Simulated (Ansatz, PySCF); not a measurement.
Gas-phase reaction in SMILES: [Cl][Sb][Cl] → [Cl][Sb][Cl] as singlet, charge +1 + e-
Structures are relaxed separately at B3LYP-D3(BJ)/def2-TZVP in Ansatz (a first-principles code).

Property: adiabatic ionisation energy (0 K, with B3LYP-D3(BJ) harmonic zero-point energies from PySCF), in eV. Valence correlation only, unless marked. UHF or UKS for open shells. No spin-orbit coupling. Frozen are the shells of the preceding noble gas and the d and f shells that filled before the atom's block. Past Kr the def2 sets carry scalar-relativistic core potentials. Basis-set limits of correlation are two-point, X^-3; Hartree-Fock from the larger set. [CCSD(T)-MP2]/basis is that difference in the basis named.

| level | program | adiabatic ionisation energy (eV) |
|---|---|---|
| B3LYP/def2-TZVPD | Ansatz | 8.32 |
| r2SCAN0/def2-TZVPD | Ansatz | (withheld) |
| HSE06/def2-TZVPD | Ansatz | (withheld) |
| PBE-QIDH/def2-TZVPD | Ansatz | 8.39 |
| RI-MP2/CBS(def2-TZVPPD,def2-QZVPPD)+[CCSD(T)-MP2]/def2-TZVPPD | Ansatz | 8.29 |

**Question.** Fill in the missing entries.

**Answer.** 
- r2SCAN0/def2-TZVPD, adiabatic ionisation energy (eV): 8.47
- HSE06/def2-TZVPD, adiabatic ionisation energy (eV): 8.31
